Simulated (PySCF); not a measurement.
# A ladder of Hamiltonians for Tc²⁵⁺ (technetium, charge +25)

Occupied: 1s1/2, 2s1/2, 2p1/2, 2p3/2, 3s1/2, 3p1/2, 3p3/2. Hartree-Fock calculated with PySCF 2.14 in an uncontracted even-tempered set (18 s from 1.5 bohr⁻², ratio 2.7; 13 p from 1.8 bohr⁻², ratio 2.7), Gaussian nucleus throughout. NR is non-relativistic, sf-X2C the spin-free one-electron X2C Hamiltonian, X2C adds the bare one-electron spin-orbit term, X2C-SNSO screens it by Boettger's factors, DC is four-component Dirac-Coulomb, and the Gaunt and Breit terms are added at first order (total energies over the DC spinors, levels after relaxing the spinors in that mean field). QED terms are absent. Levels marked empty are virtual spinors of this ion; the basis has s and p functions only, so 3d, which can lie below the n = 4 levels, is absent.

```
Hamiltonian  E (hartree)
         NR   -3802.6615
     sf-X2C   -3880.8986
        X2C   -3881.5160
   X2C-SNSO   -3881.4586
         DC   -3882.3565
   DC+Gaunt   -3879.5745
   DC+Breit   -3879.8410
```

| level (eV) | NR | sf-X2C | X2C | X2C-SNSO | DC | DC+Gaunt | DC+Breit |
| --- | --- | --- | --- | --- | --- | --- | --- |
| 1s1/2 | -21738.5 | -22274.2 | -22273.1 | -22273.2 | -22288.8 | -22246.6 | -22249.5 |
| 2s1/2 | -4055.7 | -4190.0 | -4189.7 | -4189.7 | -4191.4 | -4187.6 | -4187.8 |
| 2p1/2 | -3826.7 | -3863.1 | -3950.2 | -3946.0 | -3946.4 | -3939.9 | -3940.5 |
| 2p3/2 | -3826.7 | -3863.1 | -3822.6 | -3824.4 | -3825.8 | -3821.1 | -3821.8 |
| 3s1/2 | -1442.5 | -1477.8 | -1477.7 | -1477.7 | -1478.1 | -1477.3 | -1477.4 |
| 3p1/2 | -1351.2 | -1363.4 | -1382.7 | -1381.7 | -1381.8 | -1380.4 | -1380.6 |
| 3p3/2 | -1351.2 | -1363.4 | -1354.4 | -1354.8 | -1355.1 | -1354.1 | -1354.3 |
| 4s1/2 (empty) | -677.69 | -690.08 | -690.06 | -690.06 | -690.17 | -689.89 | -689.92 |
| 4p1/2 (empty) | -646.68 | -651.56 | -657.84 | -657.53 | -657.56 | -657.09 | -657.16 |
| 4p3/2 (empty) | -646.68 | -651.56 | -648.63 | -648.76 | -648.84 | -648.51 | -648.58 |

How large are the two-electron picture-change error of X2C and the Breit correction in the total energy?

X2C-1e lies 0.8405 hartree above Dirac-Coulomb; Gaunt adds 2.7820 and the full Breit term 2.5155 hartree.

```csv
interval (eV),X2C,X2C-SNSO,DC,DC+Gaunt,DC+Breit
2p3/2 − 2p1/2,127.7,121.5,120.6,118.8,118.8
3p3/2 − 3p1/2,28.30,26.94,26.76,26.34,26.34
4p3/2 − 4p1/2,9.213,8.771,8.721,8.581,8.581
```

Weight of the small component: 1s1/2 0.0246, 2s1/2 0.00520, 2p1/2 0.00515, 2p3/2 0.00499, 3s1/2 0.00175, 3p1/2 0.00169, 3p3/2 0.00165, 4s1/2 0.000743, 4p1/2 0.000726, 4p3/2 0.000709.

Koopmans' value for the highest occupied level at DC+Breit: 1354.3 eV, against an ionisation energy of 1354 ± 4 eV (semi-empirical (NIST evaluation); NIST Atomic Spectra Database, ionization energies); the former lacks relaxation, correlation, QED and recoil.

The whole ladder took 76 s of wall time on 1 thread of Intel(R) Xeon(R) Platinum 8488C (shared host), launched as `OMP_NUM_THREADS=1 python relrun2.py TASK.json OUT` (a driver that calls PySCF for each Hamiltonian).
